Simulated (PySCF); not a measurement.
# From a computed spectrum to the compound

A species of 7 atoms with charge 0 has these harmonic modes (PBE0, small Gaussian bases with core potentials, PySCF 2.14.0):

```json
{"cm⁻¹": "192", "km/mol": "0.0", "symmetry": "a"}
{"cm⁻¹": "245", "km/mol": "1.3", "symmetry": "b"}
{"cm⁻¹": "266", "km/mol": "0.4", "symmetry": "b"}
{"cm⁻¹": "280", "km/mol": "1.4", "symmetry": "a"}
{"cm⁻¹": "382", "km/mol": "14.8", "symmetry": "a"}
{"cm⁻¹": "431", "km/mol": "0.0", "symmetry": "a"}
{"cm⁻¹": "625", "km/mol": "216.1", "symmetry": "b"}
{"cm⁻¹": "703", "km/mol": "19.9", "symmetry": "b"}
{"cm⁻¹": "712", "km/mol": "42.2", "symmetry": "a"}
{"cm⁻¹": "953", "km/mol": "146.2", "symmetry": "b"}
{"cm⁻¹": "1005", "km/mol": "170.5", "symmetry": "b"}
{"cm⁻¹": "1050", "km/mol": "62.0", "symmetry": "a"}
{"cm⁻¹": "1176", "km/mol": "104.9", "symmetry": "a"}
{"cm⁻¹": "3656", "km/mol": "11.9", "symmetry": "a"}
{"cm⁻¹": "3706", "km/mol": "0.1", "symmetry": "b"}
```

(1) Which species is it, and in which structure?

Results:

(1) OsO2(OH)2 (singlet):
```xyz
7

Os    0.0000    0.0000    0.0896
O     1.0604    1.0336    0.8953
O    -1.0604   -1.0336    0.8953
O     0.8896   -0.9177   -1.2949
H     0.6166   -0.6508   -2.1918
O    -0.8896    0.9177   -1.2949
H    -0.6166    0.6508   -2.1918
```
Ideal gas at 298.15 K and 1 bar: S = 326.0 J/(mol K), Cp = 91.6 J/(mol K), H − H(0 K) = 18.0 kJ/mol (rigid rotor, harmonic modes, spin degeneracy alone). 
 Other answers can fit too; this one was computed.
